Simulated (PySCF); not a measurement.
## Working out the excitation energy of Ge⁺

Ge⁺ [Ar] 3d10 4s2 4p1 (2P) → Ge⁺ [Ar] 3d10 4s1 4p2 (4P). Computed with PySCF 2.14 in aug-cc-pVTZ-PP with ECP10MDF (6s5p4d2f, 55 functions), with a scalar-relativistic core potential. Frozen: 3s2 3p6 3d10. Energies in hartree (1 hartree = 27.21139 eV):

```csv
part,Ge⁺ (lower),Ge⁺ (upper)
UHF,-293.080756,-292.902054
CCSD correlation,-0.051338,-0.012360
(T),-0.000794,-0.000073
```

Question: What does Hartree-Fock give?

Answer: (-292.902054) − (-293.080756) = 0.178702 hartree = 4.863 eV.

Question: What do CCSD and CCSD(T) give?

Answer: The CCSD correlation energies differ by 0.038978 hartree = 1.061 eV and the triples by 0.000721 hartree = 0.020 eV, so CCSD gives 5.924 eV and CCSD(T) 5.944 eV.

Measured between the centres of the two terms (NIST): 6.389 eV, so CCSD(T) (valence) is off by -0.445 eV.

What remains against the reference includes basis incompleteness, the frozen core and higher excitations.
